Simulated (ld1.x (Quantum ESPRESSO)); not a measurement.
## Before and after: ultrasoft potential for H (Z = 1)

```json
{
  "Element": "H (Z = 1)",
  "Generator": "ld1.x (Quantum ESPRESSO) 7.5",
  "Type": "ultrasoft",
  "Functional": "PBEsol",
  "Relativity": "non-relativistic",
  "Frozen core": "none",
  "Valence charge": "1",
  "Reference configuration": "1s1",
  "Partial waves": "1s (bound): rcut 1.40, rcutus 1.65 bohr; 1s channel at 0.05 Ry: rcut 1.40, rcutus 1.65 bohr",
  "Local potential": "all-electron potential smoothed inside 1.25 bohr (lloc = -1)",
  "Core correction": "none",
  "Augmentation charge": "PSQ, inside the norm-conserving radii"
}
```

Change: local potential all-electron potential smoothed inside 0.98 bohr (lloc = -1).

Cutoffs: the cutoffs (Ry, on a coarse ladder) from which the occupation-weighted sum of valence levels, in a spherical-Bessel basis at the reference potential, stays within 10 and 1 mRy of its value at 400 Ry; they do not see the model core or the augmentation charge, which bear on the density cutoff. Errors are all-electron minus pseudo energies relative to the spin-unpolarised reference configuration.

Question: What does the change do?

Answer: The potential gets harder (10 Ry and 15 Ry → 12 Ry and 18 Ry); neither file shows a bound ghost.

```tsv
quantity	base	changed
cutoff, loose	10 Ry	12 Ry
cutoff, tight	15 Ry	18 Ry
bound ghosts	none	none
error for 1s0.5, meV [ΔE 4.66 eV]	+43	+60
s: phases at 1.81 bohr within 0.05 rad from the reference energy up to (Ry; the scan ends near 5)	3.4	3.7
lowest overlap eigenvalue by channel	s 0.96	s 0.95
```
